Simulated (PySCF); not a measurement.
Molfile (atoms numbered from 1):
```
C4H8NPSi
     RDKit          3D

 15 14  0  0  0  0  0  0  0  0999 V2000
   -3.2440    0.3669   -0.4327 C   0  0  0  0  0  0  0  0  0  0  0  0
   -2.0081   -0.3124   -0.1370 C   0  0  0  0  0  0  0  0  0  0  0  0
   -0.9832   -0.8966    0.1135 C   0  0  0  0  0  0  0  0  0  0  0  0
    0.2392   -1.5407    0.3958 C   0  0  0  0  0  0  0  0  0  0  0  0
    1.3942   -1.1414    0.0733 N   0  0  0  0  0  0  0  0  0  0  0  0
    2.0347    0.2480   -0.6872 Si  0  0  0  0  0  4  0  0  0  0  0  0
    3.0023    1.5071    0.9108 P   0  0  0  0  0  0  0  0  0  0  0  0
   -3.5951    0.8932    0.4550 H   0  0  0  0  0  0  0  0  0  0  0  0
   -3.0924    1.0888   -1.2345 H   0  0  0  0  0  0  0  0  0  0  0  0
   -4.0031   -0.3541   -0.7358 H   0  0  0  0  0  0  0  0  0  0  0  0
    0.1563   -2.4806    0.9470 H   0  0  0  0  0  0  0  0  0  0  0  0
    3.0790   -0.3048   -1.5456 H   0  0  0  0  0  0  0  0  0  0  0  0
    1.1480    1.1637   -1.4177 H   0  0  0  0  0  0  0  0  0  0  0  0
    3.8192    0.5036    1.3902 H   0  0  0  0  0  0  0  0  0  0  0  0
    2.0487    1.2671    1.8829 H   0  0  0  0  0  0  0  0  0  0  0  0
  1  2  1  0
  2  3  3  0
  3  4  1  0
  4  5  2  0
  5  6  1  0
  6  7  1  0
  1  8  1  0
  1  9  1  0
  1 10  1  0
  4 11  1  0
  6 12  1  0
  6 13  1  0
  7 14  1  0
  7 15  1  0
M  END
```

PySCF 2.14 calculation with shieldings: GIAO PBE0/pcSseg-1 and GFN2-xTB geometry; non-relativistic, one computed conformer, no solvent, equivalent nuclei averaged.

References, each an isolated molecule treated in the same way: ¹³C and ¹H and ²⁹Si vs TMS; ¹⁵N vs NH3; H3PO4 for ³¹P.

| atoms | nucleus | count | Hirshfeld charge | δ (ppm) |
| --- | --- | --- | --- | --- |
| Si6 | ²⁹Si | 1 | 0.31 | -50.9 |
| C4 | ¹³C | 1 | 0.06 | 159.7 |
| H11 | ¹H | 1 | 0.05 | 8.29 |
| C2 | ¹³C | 1 | -0.01 | 103.5 |
| C3 | ¹³C | 1 | -0.07 | ? |
| P7 | ³¹P | 1 | -0.03 | ? |
| N5 | ¹⁵N | 1 | -0.24 | 409.2 |
| H14/H15 | ¹H | 2 | -0.01 | 1.27 |
| H8/H9/H10 | ¹H | 3 | 0.07 | ? |
| C1 | ¹³C | 1 | -0.09 | 5.3 |
| H12/H13 | ¹H | 2 | -0.08 | 5.43 |

Problem. Fill in the missing shifts.

Solution. 
- C3: 83.2 ppm, alkyne carbon; the triple bond shields along its axis, which puts it between sp3 and sp2 carbons
- H8/H9/H10: 2.25 ppm, hydrogen on a propargylic methyl carbon
- P7: -273.5 ppm, phosphorus bonded to Si, 2 H

Shifts are as computed. Against solution values, carbons near 30 ppm lie about +3 ppm off and those near 130 ppm about +5 ppm. Of 1309 compounds with measured shifts, 239 miss one by over three times the rms of a fit or turn the order of signals round; such compounds aren't used in these exercises. Experimental scales use liquid or dissolved standards, which lie at an offset from isolated NH3 (liquid NH3: subtract about 20 ppm) and H3PO4. Unscaled 15N shifts of sp2 nitrogen come out 20 to 40 ppm too high even then.
